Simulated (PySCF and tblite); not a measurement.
The numbers below are computed, except where a source is named.
C₇H₁₁F, numbered as in [CH2:1]=[C:2]1[CH2:3][CH2:4][CH2:5][CH2:6][C@H:7]1[F:8].

First level. Search: ETKDG and KDG, MMFF94s, GFN2-xTB, 90 starts; geometries at PBE0-D3(BJ)/def2-SVP. Weights use PBE0-D3(BJ)/def2-SVPD (IEF-PCM, chloroform) energies plus GFN2-xTB zero-point and thermal terms (modes under about 100 cm⁻¹ blended into free rotors). Symmetry numbers and mirror images are counted. Conformers within 3 kcal/mol (GFN2-xTB free energy) were kept, 8 at most. GIAO shieldings: PBE0/pcSseg-1 (IEF-PCM, chloroform). Shifts are against TMS (¹H), TMS (¹³C), CFCl3 (¹⁹F) at the same level; of two unlike H on one atom, a is the less shielded. Run with PySCF (density fitting) and tblite.

It gives, at 298.15 K, with 2 conformers (largest weight 65 %): ¹H: 5.33 (H1a, 1H), 5.23 (H1b, 1H), 4.82 (H7, 1H), 2.39 (H3a, 1H), 2.05 (H3b, 1H), 1.84 (H6a, 1H), 1.75 (H5a, 1H), 1.57 (H6b, 1H), 1.49 (H4a, 1H), 1.41 (H5b, 1H), 1.36 (H4b, 1H) ppm. ¹³C: 159.2 (C2), 114.1 (C1), 94.4 (C7), 37.5 (C6), 35.9 (C3), 30.6 (C4), 25.6 (C5) ppm. ¹⁹F: -206.0 (F8) ppm.

Second level: PBE0-D3(BJ)/def2-SVP geometries, energies PBE0-D3(BJ)/pcSseg-1 (IEF-PCM, tetrahydrofuran), shieldings PBE0/pcSseg-1 (IEF-PCM, tetrahydrofuran), on up to 4 of the same conformers.

**Question.** How do the averaged shifts change?

**Answer.** 
```json
{"signal": "H1a", "first": "5.33", "second": "5.33", "change (ppm)": "-0.01"}
{"signal": "H1b", "first": "5.23", "second": "5.25", "change (ppm)": "0.01"}
{"signal": "H3a", "first": "2.39", "second": "2.39", "change (ppm)": "0.00"}
{"signal": "H3b", "first": "2.05", "second": "2.07", "change (ppm)": "0.02"}
{"signal": "H4a", "first": "1.49", "second": "1.49", "change (ppm)": "0.00"}
{"signal": "H4b", "first": "1.36", "second": "1.37", "change (ppm)": "0.01"}
{"signal": "H5a", "first": "1.75", "second": "1.75", "change (ppm)": "0.00"}
{"signal": "H5b", "first": "1.41", "second": "1.42", "change (ppm)": "0.02"}
{"signal": "H6a", "first": "1.84", "second": "1.83", "change (ppm)": "0.00"}
{"signal": "H6b", "first": "1.57", "second": "1.58", "change (ppm)": "0.01"}
{"signal": "H7", "first": "4.82", "second": "4.85", "change (ppm)": "0.03"}
{"signal": "C1", "first": "114.1", "second": "114.2", "change (ppm)": "0.1"}
{"signal": "C2", "first": "159.2", "second": "159.6", "change (ppm)": "0.4"}
{"signal": "C3", "first": "35.9", "second": "35.9", "change (ppm)": "0.0"}
{"signal": "C4", "first": "30.6", "second": "30.7", "change (ppm)": "0.1"}
{"signal": "C5", "first": "25.6", "second": "25.5", "change (ppm)": "0.0"}
{"signal": "C6", "first": "37.5", "second": "37.6", "change (ppm)": "0.1"}
{"signal": "C7", "first": "94.4", "second": "94.6", "change (ppm)": "0.2"}
{"signal": "F8", "first": "-206.0", "second": "-206.4", "change (ppm)": "-0.3"}
```

The largest weight becomes 63 %.

Unscaled ¹⁹F shifts at such levels can be off by tens of ppm; differences between conformers or isomers are more reliable. Shifts are unscaled: against experiment ¹³C can be off by 15 ppm or more and ¹H by 0.8 ppm.
